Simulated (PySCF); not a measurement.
S⁻: script and output

File input.py (PySCF 2.14):

```python
from pyscf import gto, scf, cc

mol = gto.M(
    atom='S 0 0 0',
    basis='3-21g',
    charge=-1,
    spin=1,
    verbose=3,
)
mf = scf.UHF(mol)
mf.kernel()
mycc = cc.CCSD(mf, frozen=5)
mycc.kernel()
e = mycc.eeccsd(nroots=5)[0]
print('roots (eV) =', (e*27.211386).round(3))
mf.dip_moment()
print('orbital energies (hartree):', [e[max(0, n-3):n+3].round(4) for e, n in zip(mf.mo_energy, mol.nelec)])
```

```bash
$ python input.py
```

Output (some set-up lines and the per-cycle HOMO/LUMO lines with their warnings removed):

```
converged SCF energy = -395.564566399956  <S^2> = 0.75024936  2S+1 = 2.0002493
E(UCCSD) = -395.6031758970533  E_corr = -0.03860949709764015
roots (eV) = [0.001 0.002 0.002 0.004 0.004]

WARN: System has nonzero charge -1; the dipole moment is origin-dependent.
Location of origin: [0. 0. 0.]

Dipole moment(X, Y, Z, Debye):  0.00000,  0.00000,  0.00000
orbital energies (hartree): [array([-0.1224, -0.0707, -0.0707,  0.8743,  0.9723,  1.0128]), array([-0.484 , -0.0437, -0.0437,  0.3178,  0.9005,  1.0252])]
```

In short: E(SCF) = -395.564566 Eh, E(CCSD) − E(SCF) = -0.03861 Eh, ⟨S²⟩ = 0.750, excitation roots 0.001, 0.002, 0.002, 0.004, 0.004 eV.

Wall time 1.1 s on one thread of a shared host.

The basis has no diffuse functions, which an anion needs. The basis is very small, so the numbers show the basis as much as the system. Spin-unrestricted EOM-EE roots include spin flips and other components of the reference, which can be negative or near zero. No search for the lowest solution was made.
